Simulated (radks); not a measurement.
Ni16+, configuration [He] 2s1.5 2p6 3s2 4f0.5 (fractional occupations, a model configuration).

Method: non-relativistic Kohn-Sham, LDA (Slater exchange, Perdew-Wang correlation), spin-polarised, spherical densities, point nucleus; open shells are filled with parallel spins first; computed with a radial shooting solver on a logarithmic mesh with Libxc functionals.

Energy parts (eV):
part                      energy
total                 -36870.623
kinetic                36845.970
electron-nucleus      -80295.599
Hartree                 7724.586
exchange-correlation   -1145.579

Orbitals (lengths in bohr, moments of r in powers of bohr; <r^-3> diverges for s and p1/2):
orbital,occ.,eigenvalue (eV),<r^-3>,<r^2>,<r^4>,<r>
1s up,1,-8723.982,-,0.004035,0.00004145,0.05488
1s down,1,-8721.374,-,0.004036,0.00004145,0.05488
2s up,1,-1536.702,-,0.06993,0.008324,0.2440
2s down,0.5,-1532.932,-,0.07001,0.008347,0.2441
2p up,3,-1423.653,621.4,0.05466,0.005885,0.2118
2p down,3,-1420.230,621.7,0.05470,0.005896,0.2118
3s up,1,-560.8216,-,0.4315,0.2725,0.6164
3s down,1,-558.9398,-,0.4310,0.2716,0.6161
3p up,0,-524.6425,135.6,0.4164,0.2629,0.6015
3p down,0,-522.8527,135.9,0.4157,0.2619,0.6010
3d up,0,-471.4574,19.90,0.3423,0.1954,0.5440
3d down,0,-469.4125,19.84,0.3424,0.1953,0.5442
4s up,0,-286.1033,-,1.549,3.290,1.174
4s down,0,-283.5861,-,1.556,3.324,1.177
4f up,0.5,-239.4934,2.104,1.171,2.041,1.025
4f down,0,-237.1466,2.113,1.172,2.051,1.024
5f up,0,-149.5018,1.056,3.792,20.14,1.827
5f down,0,-148.4511,1.035,3.847,20.70,1.841

The highest occupied level is 4f up at -239.49 eV. The configuration is held as typed, so some empty levels lie below it. Virial ratio -V/T = 2.00067. Spin moment in Bohr magnetons: 1. The spin density at the nucleus is 326.4 e/bohr^3 (1s 2.0, 2s 324.7, 3s -0.3), a Fermi contact field of 1.71e+04 T. The density falls to 0.001 e/bohr^3 at r = 1.88 bohr.
